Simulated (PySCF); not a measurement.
Dipole response of Sr (strontium, neutral)

[Kr] 5s2, closed-shell 1S. Calculation: PySCF 2.14, in aug-cc-pwCVTZ-X2C with one added diffuse shell each of s, p, d, f type (11s10p8d4f, 109 functions); the spin-free X2C one-electron Hamiltonian (Gaussian nucleus). Coupled (time-dependent) response in atomic units; α is the mean over directions.

```json
{"method": "TPSSh", "mean α (bohr³)": "219.5", "C₆ (like pair)": "3765", "S(−4)": "21910"}
{"method": "M06-L", "mean α (bohr³)": "158.2", "C₆ (like pair)": "2411", "S(−4)": "10840"}
```

S(−4) is the Cauchy moment in α(ω) = α(0) + S(−4) ω² + …

Reference α: 197.2 ± 0.2 bohr³ (recommended; Schwerdtfeger and Nagle, table of static dipole polarizabilities (2023 update)). Published C₆: 3175 (Chu and Dalgarno (2004); Tang, Norbeck and Certain (1976)).

α(iu) at TPSSh:

| u (hartree) | α(iu) (bohr³) |
| --- | --- |
| 0 | 219.5 |
| 0.0500 | 175.9 |
| 0.100 | 111.6 |
| 0.200 | 48.07 |
| 0.300 | 26.74 |
| 0.500 | 13.07 |
| 0.750 | 7.723 |
| 1.00 | 5.321 |
| 1.50 | 3.027 |
| 2.00 | 1.948 |
| 3.00 | 0.9936 |
| 5.00 | 0.4028 |

A single London oscillator, α(iu) = α/(1 + u²/ω²), gives C₆ = (3/4) ω α². Matching the computed C₆ needs ω = 4 × 3765 / (3 × 219.5²) = 0.104 hartree.
